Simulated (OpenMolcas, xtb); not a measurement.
# How methods differ on CH7AlOSi (SMILES [CH3][AlH][O][SiH3])

The species is CH7AlOSi (11 atoms), meant as a singlet with charge 0. As SMILES, `[CH3][AlH][O][SiH3]`. The coordinates come from a PBE0-D4/def2-TZVP relaxation. This is one conformer, not always the lowest.

```xyz
11

C    -1.5161    1.5368   -0.4274
Al   -1.1482   -0.1719    0.4194
O     0.4075   -0.8233    0.3504
Si    1.9607   -1.2208    0.1134
H    -0.7966    1.7742   -1.2149
H    -1.4670    2.3454    0.3109
H    -2.5216    1.5665   -0.8570
H    -2.2265   -1.0181    1.2097
H     2.7315   -1.0466    1.3740
H     2.5735   -0.3599   -0.9363
H     2.0681   -2.6394   -0.3215
```

Quantity: the dipole moment, in D. The values are calculated.

```tsv
level	kind	program	value (D)	CPU time
GFN0-xTB	semi-empirical	xtb	2.39	under 2 s
HF/cc-pVDZ	Hartree–Fock	OpenMolcas	1.13	8.4 s
SVWN5/cc-pVDZ	LDA	OpenMolcas	1.18	27 s
PBE/cc-pVDZ	GGA	OpenMolcas	1.18	39 s
revPBE/cc-pVDZ	GGA	OpenMolcas	1.18	38 s
r2SCAN/cc-pVDZ	meta-GGA	OpenMolcas	1.18	47 s
B3LYP/cc-pVDZ	global hybrid	OpenMolcas	1.14	37 s
```

The values span 1.13 to 2.39 D. Magnitudes only. Times are those of the runs behind each value, whatever else they computed, on shared processors of several kinds: orders of magnitude only.
